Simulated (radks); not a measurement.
The numbers below are computed, except where a source is named.
The iridium ion Ir+ inside a hard spherical wall (all orbitals vanish at R), configuration held at [Xe] 4f14 5d7 6s1 and not refilled when levels cross. Code: a radial shooting solver on a logarithmic mesh with Libxc functionals. Model: scalar-relativistic Kohn-Sham, PBE, spin-polarised, spherical densities, finite nucleus; open shells are filled with parallel spins first (spin-orbit coupling, left out, can overturn this in heavy ions); Fermi nuclear charge, rms radius 5.4032 fm. Eigenvalues in eV for spin up, with the zero of energy where the potential of the charges vanishes at infinity; a dash marks a level that is unbound or too diffuse for the functional's potential to be trusted. A positive occupied level is held by the wall or, in an anion where self-interaction has pushed it up, behind a barrier. The pressure on the wall is -dE/dV.

R (bohr)  E (hartree)  kinetic (hartree)    e(4f)    e(5p)    e(5d)    e(6s)  e(6p, empty)  e(7s, empty)  pressure (GPa)
free      -17823.8214          19806.996  -70.466  -63.737  -16.239  -14.318        -7.696             -               0
20        -17823.8214          19806.996  -70.466  -63.737  -16.239  -14.318        -7.696             -        < 0.0001
15        -17823.8214          19806.996  -70.466  -63.737  -16.239  -14.318        -7.696             -        < 0.0001
10        -17823.8214          19806.996  -70.465  -63.736  -16.239  -14.317        -7.688        -3.105        0.000261
8         -17823.8212          19806.999  -70.452  -63.723  -16.227  -14.304        -7.599        -1.735          0.0153
7         -17823.8200          19807.012  -70.401  -63.674  -16.183  -14.253        -7.389         0.115           0.114
6         -17823.8137          19807.069  -70.196  -63.479  -16.009  -14.032        -6.764         3.996           0.845
5         -17823.7800          19807.312  -69.433  -62.771  -15.373  -13.141        -4.893        12.609            6.51
4         -17823.5950          19808.360  -66.742  -60.379  -13.124   -9.548         1.151        33.868            57.2
2.5       -17820.0276          19823.809  -45.133  -42.659    7.689   33.003        58.655        176.96            3050
